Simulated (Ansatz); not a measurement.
Cost and result for the atomization energy of AlBH₄S₂, SMILES `[AlH2][S]BS` (8 atoms, 7 bonds).

Z-matrix (Å, degrees):
```
Al
S 1 2.190
H 1 1.583 2 121.7
H 1 1.577 2 115.3 3 -180.0
B 2 1.809 1 108.6 3 -0.0
S 5 1.780 2 131.5 1 -0.2
H 5 1.193 2 114.9 1 179.9
H 6 1.347 5 99.9 2 0.0
```

Total charge 0; spin multiplicity 1. All single points use the PBE0-D4/def2-TZVP geometry. It is one conformer, not always the lowest. Program: Ansatz. All runs use 2 threads of an Arm Neoverse V1 on a shared host. Times are those of one run each, without the atoms' runs, and a repeat can differ threefold. Electronic energies, without spin–orbit coupling; frozen cores. CCSD(T)/CBS adds CCSD(T) − MP2 in def2-TZVPP to the MP2 limit, and its time is that of the two runs behind it. T1 = 0.014. B3LYP takes the VWN-RPA correlation (the form of Gaussian; ORCA's B3LYP/G). HSE06 is the plane-wave form, built on full-range PBE exchange.

CCSD(T)/CBS is a level of theory with its own doubt, some kJ/mol a heavy atom from the limit and from the frozen cores, so smaller differences don't rank the functionals.

```json
{"level": "LDA (SPW92)/def2-TZVPP", "functions": "213", "wall time": "1.8 s", "atomization (kcal/mol)": "666.2", "difference from CCSD(T)/CBS": "77.6", "per bond": "11.1"}
{"level": "CCSD(T)/def2-SVP", "functions": "88", "wall time": "2.5 s", "atomization (kcal/mol)": "552.7", "difference from CCSD(T)/CBS": "-35.9", "per bond": "-5.1"}
{"level": "revPBE-D4/def2-TZVPP", "functions": "213", "wall time": "2.8 s", "atomization (kcal/mol)": "584.1", "difference from CCSD(T)/CBS": "-4.5", "per bond": "-0.6"}
{"level": "BHLYP-D4/def2-TZVPP", "functions": "213", "wall time": "4.3 s", "atomization (kcal/mol)": "577.3", "difference from CCSD(T)/CBS": "-11.3", "per bond": "-1.6"}
{"level": "PBE0-D4/def2-TZVPP", "functions": "213", "wall time": "4.4 s", "atomization (kcal/mol)": "589.7", "difference from CCSD(T)/CBS": "1.1", "per bond": "0.2"}
{"level": "HSE06-D4/def2-TZVPP", "functions": "213", "wall time": "4.8 s", "atomization (kcal/mol)": "590.1", "difference from CCSD(T)/CBS": "1.5", "per bond": "0.2"}
{"level": "B3LYP-D4/def2-TZVPP (with forces)", "functions": "213", "wall time": "7 s", "atomization (kcal/mol)": "587.9", "difference from CCSD(T)/CBS": "-0.7", "per bond": "-0.1"}
{"level": "B2PLYP/def2-TZVPP", "functions": "213", "wall time": "7 s", "atomization (kcal/mol)": "580.2", "difference from CCSD(T)/CBS": "-8.4", "per bond": "-1.2"}
{"level": "PBE-QIDH/def2-TZVPP", "functions": "213", "wall time": "7 s", "atomization (kcal/mol)": "586.9", "difference from CCSD(T)/CBS": "-1.7", "per bond": "-0.2"}
{"level": "r2SCANh-D4/def2-TZVPP", "functions": "213", "wall time": "8 s", "atomization (kcal/mol)": "593.7", "difference from CCSD(T)/CBS": "5.1", "per bond": "0.7"}
{"level": "MP2/def2-QZVPP", "functions": "387", "wall time": "21 s", "atomization (kcal/mol)": "590.1", "difference from CCSD(T)/CBS": "1.5", "per bond": "0.2"}
{"level": "CCSD(T)/def2-TZVPP", "functions": "213", "wall time": "67 s", "atomization (kcal/mol)": "572.1", "difference from CCSD(T)/CBS": "-16.5", "per bond": "-2.4"}
{"level": "CCSD(T)/CBS(def2)", "functions": "–", "wall time": "87 s", "atomization (kcal/mol)": "588.6", "difference from CCSD(T)/CBS": "0.0", "per bond": "0.0"}
```

The D4 term adds +8.3 kcal/mol with B3LYP and +4.3 kcal/mol with PBE0; it sums over pairs of atoms, weighted by their polarisabilities, and B3LYP, whose exchange is more repulsive, gets the larger term. In def2-TZVPP, CCSD(T) changes the Hartree–Fock value by +130.8 kcal/mol (the triples alone add +9.8 kcal/mol) and MP2 by +139.2 kcal/mol; breaking electron pairs costs correlation energy, which Hartree–Fock lacks. At CCSD(T), def2-SVP lies −35.8 kcal/mol from the extrapolated value and def2-TZVPP −16.5 kcal/mol: correlation converges slowly with the basis, and small sets miss more of it in the bonded molecule than in its fragments.
